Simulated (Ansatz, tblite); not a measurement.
Forces on BCl2(SMe) (CH₃BCl₂S) at its PBE0-D4/def2-SVP geometry. Charge 0, multiplicity 1.

The xTB rows come from tblite.

GFN1-xTB (tblite), largest force 0.36 eV/Å:

```xyz
8
positions Å, forces eV/Å
B     1.084    1.036    0.289   -0.067   -0.261    0.092
Cl    0.197    1.942   -0.926   -0.031    0.057   -0.057
Cl    2.505    1.744    1.032   -0.001    0.012   -0.007
S     0.607   -0.597    0.819    0.055    0.142   -0.041
C    -0.874   -0.963   -0.163   -0.208   -0.076   -0.112
H    -1.665   -0.228    0.035    0.228   -0.215   -0.080
H    -1.212   -1.959    0.149    0.101    0.324   -0.111
H    -0.641   -0.974   -1.236   -0.079    0.017    0.315
```

GFN2-xTB (tblite), largest force 0.71 eV/Å:

```
B 0.153 0.316 -0.054
Cl 0.208 -0.199 0.277
Cl -0.318 -0.072 -0.215
S 0.075 -0.011 0.060
C -0.591 -0.212 -0.340
H 0.343 -0.211 -0.027
H 0.125 0.347 -0.106
H 0.005 0.042 0.406
```

ωB97X-V/def2-TZVP (Ansatz), largest force 0.28 eV/Å:

```
B -0.053 -0.078 0.002
Cl 0.043 0.005 0.031
Cl -0.007 0.018 -0.017
S -0.066 0.051 -0.086
C -0.151 -0.023 -0.098
H 0.203 -0.185 -0.030
H 0.065 0.215 -0.076
H -0.034 -0.003 0.274
```
